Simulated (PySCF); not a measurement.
Compound: C8H11N.
Structure used (PBE0-D3(BJ)/def2-SVP), in Å, numbered top down from 1:
```
atom  x, y, z in Å
C1     2.9327    0.7338    1.0504
C2     2.1209    0.5284    0.1744
C3     1.1168    0.2900   -0.8629
C4     0.3899    1.5873   -1.2545
C5    -0.4853    2.1123   -0.1174
C6    -1.4397    1.0590    0.3800
N7    -2.6807    1.3214    0.4669
C8    -0.7853   -0.2572    0.7258
C9     0.0921   -0.7666   -0.4182
H10    3.6648    0.9119    1.8160
H11    1.6469   -0.0947   -1.7513
H12   -0.2391    1.3722   -2.1346
H13    1.1203    2.3517   -1.5597
H14   -1.0663    2.9919   -0.4259
H15    0.1665    2.4140    0.7222
H16   -3.1865    0.5021    0.8220
H17   -0.1493   -0.1034    1.6161
H18   -1.5512   -1.0018    0.9940
H19    0.6078   -1.6923   -0.1207
H20   -0.5412   -1.0130   -1.2869
```

Level: wB97X-D/def2-SVPD in PySCF, non-relativistic, on one gas-phase PBE0-D3(BJ)/def2-SVP geometry that isn't relaxed in the solvent. The solvent is an IEF-PCM continuum (van der Waals radii × 1.2), and excitations are vertical TDDFT with non-equilibrium linear response and a frozen core. Only the electrostatic response of the medium enters.

| run | E − E(gas) (kcal/mol) | HOMO (eV) | HOMO–LUMO gap (eV) | dipole (D) | lowest singlet (eV) | static polarisability (au) |
| --- | --- | --- | --- | --- | --- | --- |
| gas | 0.00 | -9.25 | 10.95 | 2.36 | 5.48 | 96.1 |
| P | -7.45 | -9.45 | 11.11 | 3.19 | 5.62 | 130.9 |
| Q | -7.69 | -9.46 | 11.12 | 3.22 | 5.62 | 132.3 |

Task: The runs were made in acetone and methanol. Which run belongs to which solvent?

Result: P = acetone, Q = methanol. The dielectric constants are 20.49 (acetone), 32.61 (methanol), and the energy falls further as ε rises. The optical constants n² used for the excitations are 1.85, 1.77 in the same order. In this model the ground state sees the solvent through ε alone.

Task: How constant is the ratio of the lowering to (ε − 1)/(2ε + 1)?

Result: 
```json
{"solvent": "acetone", "(ε − 1)/(2ε + 1)": "0.464", "E − E(gas) (kcal/mol)": "-7.45", "ratio (kcal/mol)": "-16.0", "polarisation term (kcal/mol)": "-8.82"}
{"solvent": "methanol", "(ε − 1)/(2ε + 1)": "0.477", "E − E(gas) (kcal/mol)": "-7.69", "ratio (kcal/mol)": "-16.1", "polarisation term (kcal/mol)": "-9.17"}
```

The ratio changes by +0.5 % in size from acetone to methanol. The polarisation term is half the interaction of the solute with the induced surface charges.

wB97X-D is run here without its empirical dispersion term; that term would change no orbital, density or response property at a fixed geometry.
